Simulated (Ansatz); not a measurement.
```yaml
crystal:
  periodic: [true, true, true]
  atoms:
    - {symbol: F, position_ang: [-1.734948, -2.097181, -0.483232]}
    - {symbol: Si, position_ang: [-0.776180, -0.926388, -0.916768]}
    - {symbol: Cl, position_ang: [0.688901, -1.708566, -2.069279]}
    - {symbol: Cl, position_ang: [-1.856011, 0.406352, -1.986639]}
    - {symbol: O, position_ang: [-0.173777, -0.252783, 0.396788]}
    - {symbol: Si, position_ang: [0.781633, 0.889930, 1.104142]}
    - {symbol: H, position_ang: [2.185516, 0.683723, 0.675098]}
    - {symbol: H, position_ang: [0.316236, 2.236253, 0.693657]}
    - {symbol: H, position_ang: [0.657231, 0.722461, 2.569132]}
basis:
  gaussian: {orbitals: STO-3G}
hamiltonian: {xc: {name: BHLYP}}
accuracy: high
output: {forces: true}
```

```sh
$ ansatz run in.yaml --threads 4 --pin off --events-out ev --progress --plain --max-ram 10444MiB
```

Shortened log:

```
Error: YAML parse error: error: line 2 column 3: crystal: missing field `lattice` (a structure is typed as `lattice` and `atoms`, a molecule's as `atoms` in Å alone, or read from a run's directory, `checkpoint`)
 --> <input>:2:3
1 | crystal:
2 |   periodic: [true, true, true]
3 |   atoms:
4 |     - {symbol: F, position_ang: [-1.734948, -2.097181, -0.483232]}
```

Question: Something in this input is off. What?

Answer: The molecule is marked periodic without a cell. The program refused the input.
